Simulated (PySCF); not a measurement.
# CH3ClOSi: g tensor and hyperfine couplings

Species: CH₃ClOSi (triplet state).
Z-matrix (Å and degrees, GFN2-xTB geometry), rows numbered from 1:
```
C 
O   1  1.4113
Si  2  1.6362  1  128.69
Cl  3  2.0676  2  117.05  1    86.96
H   1  1.0916  2  110.79  3    64.24
H   1  1.0915  2  111.05  3   -57.46
H   1  1.0898  2  106.57  3  -176.81
```

The hyperfine couplings belong to this conformer and change with its torsions.

The species is `CO[Si]Cl` [triplet].

Method used: UKS B3LYP, pcH-1 on C Cl H O Si, non-relativistic, mean-field spin-orbit, GIAO (PySCF). Geometry: GFN2-xTB, one conformer, isolated molecule. This triplet need not be the ground state; the singlet was not compared here. A GFN2-xTB geometry isn't a minimum of the functional, and hyperfine couplings can be far from their values at a DFT geometry, by a factor of two or more for some ions and for spin on atoms past the first row. No stability test was run, so a lower SCF solution isn't excluded.

- g1, g2, g3: 1.99897, 2.00337, 2.00392
- g_iso: 2.00208
- Form of g: close to axial: the two nearest values differ by 11 % of g3 − g1
- ⟨S²⟩: 2.0024 (exact 2.0000)
- α and β electrons: 25, 23
- HOMO–LUMO gap, α and β orbitals: 4.81, 4.18 eV
- Total energy: -864.80775 Eh

Hyperfine couplings atom by atom, in G; T1 to T3 are the principal values of the dipolar part (MHz turned into gauss with g_iso; 10 G = 1 mT):

```tsv
atom	isotope	a_iso	of which spin–orbit	T1	T2	T3	Mulliken spin population
C1	13C	8.3	0.0	-0.7	-0.7	1.4	0.01
O2	17O	-16.2	-0.1	-9.0	3.1	5.9	0.12
Si3	29Si	-274.0	0.4	-31.2	3.9	27.3	1.67
Cl4	35Cl	7.6	0.3	-9.0	-0.9	9.9	0.19
H5	1H	1.0	0.0	-1.0	-0.6	1.6	0.01
H6	1H	0.0	0.0	-1.0	-0.4	1.4	0.00
H7	1H	1.8	0.0	-0.8	-0.5	1.3	0.00
```

The largest Mulliken spin populations are on Si3 (+1.67), Cl4 (+0.19) and O2 (+0.12).

Axes: g1 points within 3° of the Si3–Cl4 bond.

The 17O coupling of O2 (-45.4 MHz) shows only in satellite lines or after enrichment, since that isotope makes up about 0.038 % of natural oxygen.

The 29Si coupling of Si3 (-767.8 MHz) shows only in satellite lines or after enrichment, since that isotope makes up about 4.7 % of natural silicon.
